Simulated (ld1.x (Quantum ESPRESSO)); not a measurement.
## u(r) = r·R(r): atom against pseudo-atom (magnesium)

Columns: radius, all-electron u(r) and pseudo u(r) of the 2p shell (level -55.70 eV) of magnesium in the configuration [He] 2s2 2p6 3s1 3p0; PBE, non-relativistic, ultrasoft scheme, ld1.x (Quantum ESPRESSO) 7.5.

| r (bohr) | all-electron | pseudo |
| --- | --- | --- |
| 0.132 | 0.4401 | 0.0801 |
| 0.265 | 0.9120 | 0.2914 |
| 0.398 | 1.1246 | 0.5536 |
| 0.530 | 1.1439 | 0.7726 |
| 0.663 | 1.0601 | 0.8871 |
| 0.795 | 0.9340 | 0.8817 |
| 0.928 | 0.7968 | 0.7901 |
| 1.060 | 0.6668 | 0.6669 |
| 1.193 | 0.5495 | 0.5495 |
| 1.325 | 0.4490 | 0.4490 |
| 1.458 | 0.3636 | 0.3636 |
| 1.590 | 0.2931 | 0.2931 |
| 1.723 | 0.2348 | 0.2348 |
| 1.855 | 0.1877 | 0.1877 |
| 1.988 | 0.1494 | 0.1494 |
| 2.120 | 0.1188 | 0.1188 |
| 2.252 | 0.0943 | 0.0943 |
| 2.385 | 0.0747 | 0.0747 |
| 2.518 | 0.0590 | 0.0590 |
| 2.650 | 0.0466 | 0.0466 |
| 2.782 | 0.0368 | 0.0368 |
| 2.915 | 0.0289 | 0.0289 |
| 3.048 | 0.0227 | 0.0227 |
| 3.180 | 0.0178 | 0.0178 |
| 3.312 | 0.0140 | 0.0140 |
| 3.445 | 0.0109 | 0.0109 |

Question: How many radial nodes do the two functions have?

Answer: The all-electron 2p function has n − l − 1 = 0; the pseudo-wave has 0.

Question: At about which radius was the pseudo-wave matched?

Answer: 1.15 bohr, where the columns begin to agree (steps of 0.13 bohr).

Question: Where does each function peak?

Answer: Outermost all-electron maximum near 0.53 bohr, pseudo maximum near 0.66 bohr (to the table’s step).

Question: Is the pseudo-wave norm-conserving?

Answer: No, it belongs to an ultrasoft set: the norm inside the radius is not constrained, and the difference is carried by the augmentation charge.
